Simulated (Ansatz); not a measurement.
Geometry optimisation, Ansatz 0.2.0, RKS PBE-D4/def2-SVP.

Input file:

```yaml
crystal:
  periodic: [false, false, false]
  atoms:
    - { symbol: "N", position_ang: [-1.0444, 1.2236, 0.3081] }
    - { symbol: C, position_ang: [-0.3063, 0.0712, -0.0332] }
    - { symbol: Si, position_ang: [1.5683, 0.2444, -0.1669] }
    - { symbol: C, position_ang: [-0.7555, -1.2902, 0.2985] }
    - { symbol: O, position_ang: [-0.9154, -0.7624, -1.0408] }
    - { symbol: H, position_ang: [-0.41849, 2.02462, 0.63372] }
    - { symbol: H, position_ang: [-1.58077, 1.06548, 1.17736] }
    - { symbol: H, position_ang: [2.2556, -1.0234, -0.5922] }
    - { symbol: H, position_ang: [2.1826, 0.6206, 1.2112] }
    - { symbol: H, position_ang: [1.9616, 1.3072, -1.1076] }
    - { symbol: H, position_ang: [-1.7563, -1.3807, 0.8957] }
    - { symbol: H, position_ang: [-0.1315, -2.1241, 0.4684] }
basis:
  gaussian: { orbitals: def2-SVP }
hamiltonian:
  xc: pbe
  dispersion: d4
relax:
  f_tol: 0.015
  max_steps: 40
```

Command:

```bash
$ ansatz run input.yaml --threads 2 --pin off --max-ram 3072MiB --backend cpu --events-out ev --progress --plain --runs-dir out
```

Where does it end, and by what steps?

It converged. After 14 steps the energy has fallen by 0.350 eV; H7 moved furthest, 0.60 Å.

| step | energy less start (eV) | largest force component (eV/Å) | accepted |
| --- | --- | --- | --- |
| 0 | 0.0000 | 3.469 | yes |
| 1 | -0.2411 | 1.147 | yes |
| 2 | -0.2899 | 0.253 | yes |
| 3 | -0.2806 | 0.737 | no |
| 4 | -0.3102 | 0.197 | yes |
| 5 | -0.3244 | 0.118 | yes |
| 6 | -0.3347 | 0.163 | yes |
| 7 | -0.3369 | 0.309 | yes |
| 8 | -0.3460 | 0.081 | yes |
| 9 | -0.2732 | 0.591 | no |
| 10 | -0.3490 | 0.026 | yes |
| 11 | -0.3495 | 0.178 | yes |
| 12 | -0.3502 | 0.027 | yes |
| 13 | -0.3500 | 0.049 | no |
| 14 | -0.3503 | 0.006 | yes |

```xyz
12
Properties=species:S:1:pos:R:3
N -1.078 1.134 0.503
C -0.271 0.035 0.067
Si 1.618 0.242 -0.082
C -0.856 -1.319 0.229
O -0.816 -0.718 -1.054
H -0.734 2.033 0.148
H -1.115 1.190 1.527
H 2.277 -1.039 -0.512
H 2.201 0.680 1.238
H 1.893 1.323 -1.093
H -1.859 -1.385 0.693
H -0.201 -2.199 0.388
```

Run time: 40 s on 2 threads of Arm Neoverse V1 (shared host), peak memory 0.15 GiB.
